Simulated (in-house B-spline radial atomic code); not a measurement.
Results of a calculation; reference values are marked as such.
Quantum size effects in thin Ag films (stabilised jellium)

The positive ions are smeared into a uniform slab; the electrons are solved self-consistently in the LDA (PW92) on a fine grid across the film. Stabilised jellium adds, inside the slab, the constant potential −n de/dn that makes the bulk stable at the metal's density. No lattice, so no dependence on crystal face. Atomic units unless named. The table is for the stabilised model.

Ag: 1 valence electron per atom, density 10.5 g/cm³, mass 107.87 u, so r_s = 3.02 bohr.

| thickness (nm) | in Fermi wavelengths | filled subbands | work function (eV) | surface energy (J/m²) |
| --- | --- | --- | --- | --- |
| 0.458 | 0.875 | 2 | 3.668 | 0.367 |
| 0.523 | 1.000 | 2 | 3.364 | 0.354 |
| 0.588 | 1.125 | 3 | 3.484 | 0.394 |
| 0.654 | 1.250 | 3 | 3.659 | 0.393 |
| 0.719 | 1.374 | 3 | 3.615 | 0.370 |
| 0.785 | 1.500 | 3 | 3.438 | 0.364 |
| 0.850 | 1.625 | 4 | 3.494 | 0.388 |
| 0.915 | 1.750 | 4 | 3.615 | 0.387 |
| 0.981 | 1.875 | 4 | 3.589 | 0.373 |
| 1.046 | 2.000 | 4 | 3.473 | 0.369 |
| 1.112 | 2.125 | 5 | 3.501 | 0.385 |
| 1.177 | 2.250 | 5 | 3.590 | 0.384 |
| 1.243 | 2.375 | 5 | 3.575 | 0.374 |

(1) At what steps in thickness do new subbands fill, and why?

(2) How large is the oscillation of the work function here?

(3) The film of 11.12 bohr has subband bottoms at -8.369, -6.508, -3.814 eV, measured from the vacuum level. Show that these levels and neutrality give the work function in the table.

Results:

(1) λ_F = 2π/k_F = 9.887 bohr = 0.523 nm. New subbands appear by 1.125, 1.625, 2.125 λ_F, each within the grid step of 1/8 λ_F; the true step is half a wavelength (0.262 nm), since a level crosses E_F each time one more half wave at k_F fits across the film.

(2) It runs from 3.364 to 3.668 eV over the table, 0.30 eV within the first four rows and 0.12 eV within the last four, about a thick-film value of 3.53 eV. The grid can skip the cusp where a subband opens, so the true swing can be larger; measurement on the bulk metal gives 4.26 to 4.74 eV.

(3) Each subband holds (E_F − ε_j)/π electrons per bohr², spin included. Neutrality needs n L = 0.0086674 × 11.12 = 0.09638, and π n L × 27.2114 = 8.239 eV. So E_F = (π n L + Σ ε_j)/3 = (8.239 + (-18.691))/3 = -3.484 eV, and the work function is 3.484 eV.
